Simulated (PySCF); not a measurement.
C7H6NSi (doublet state).
Numbering: `[N:1]#[C:2][c:3]1[cH:4][cH:5][c:6]([SiH2:7])[cH:8][cH:9]1` (hydrogens: H10 on C4; H11 on C5; H12, H13 on Si7; H14 on C8; H15 on C9)

Level of theory: UKS B3LYP, pcH-1 on C H N Si, non-relativistic, mean-field spin-orbit, GIAO in PySCF. Isolated species at its GFN2-xTB geometry, gas phase. The geometry wasn't refined by DFT: couplings that depend on bond lengths, twists or pyramidal angles can differ widely from those at the functional's own minimum, by a factor of two or more for some ions and for spin on atoms past the first row. No stability test was run, so a lower SCF solution isn't excluded.

Principal values of hyperfine tensors in MHz (contact, dipolar and spin–orbit terms together), for some of the nuclei:

| atom | isotope | A1 | A2 | A3 | alike by the symmetry of this geometry |
| --- | --- | --- | --- | --- | --- |
| Si7 | 29Si | -303.95 | -43.65 | -43.23 | none |
| H12 | 1H | -58.67 | -42.79 | -40.21 | H13 |
| C3 | 13C | 2.17 | 3.18 | 38.64 | none |
| C5 | 13C | 2.70 | 3.33 | 32.09 | C8 |
| C9 | 13C | -20.93 | -8.48 | -7.49 | C4 |
| C2 | 13C | -14.81 | -11.50 | -7.45 | none |
| H11 | 1H | -9.95 | -9.78 | -4.94 | H14 |
| H10 | 1H | 2.16 | 2.69 | 5.62 | H15 |

Question: Give the isotropic coupling of each nucleus in MHz and in mT (g = 2.0036), and the anisotropic part.

Answer: a_iso is a third of the trace, T = A − a_iso, and a(mT) = a(MHz)/(g × 13.996). The tensors hold a spin–orbit part: the run splits a_iso into a_FC + a_SO, and T includes its anisotropic share.

```
atom  a_iso (MHz)     a_FC   a_SO  a_iso (mT)       T1      T2     T3
 Si7      -130.28  -131.39   1.12      -4.646  -173.67   86.63  87.05
 H12       -47.23   -47.25   0.02      -1.684   -11.44    4.43   7.01
  C3        14.67    14.69  -0.02       0.523   -12.50  -11.48  23.98
  C5        12.71    12.72  -0.02       0.453   -10.01   -9.38  19.38
  C9       -12.30   -12.31   0.01      -0.439    -8.63    3.82   4.81
  C2       -11.25   -11.26   0.00      -0.401    -3.56   -0.25   3.81
 H11        -8.22    -8.23   0.00      -0.293    -1.72   -1.56   3.28
 H10         3.49     3.49   0.00       0.124    -1.33   -0.80   2.13
```

Question: What spin density at the nucleus of C5 lies behind its contact coupling (g_N = 1.40482)?

Answer: a_FC = 800.24 MHz bohr³ × g_N × ρ(0)/(2S). With a_FC = 12.72 MHz and 2S = 1, ρ(0) = 0.01132 bohr⁻³.

Question: C6 (13C, g_N = 1.40482) isn't in the table. Its spin density at the nucleus is -0.02464 bohr⁻³. What is its contact coupling?

Answer: By the same relation, a_FC = -27.7 MHz. Its full tensor has the principal values -38.74, -23.00, -21.36 MHz.

Question: Which nucleus of the table has the largest anisotropic coupling, and what is its form?

Answer: Si7: -173.7, 86.6, 87.0 MHz (the dipolar term alone has -172.7, 86.1, 86.5), axial, in the ratio +1:+1:−2, the form that spin in one p orbital centred on that nucleus gives (the nuclear moment is negative).

Question: In a single crystal, with the field along each principal axis of the tensor of H12 in turn, what first-order splitting does this nucleus give (isotropic g, quadrupole terms neglected)?

Answer: 2 lines (I = 1/2), spaced by |A_i|/(g × 13.996): 2.09, 1.53, 1.43 mT along the axes of A1, A2 and A3.
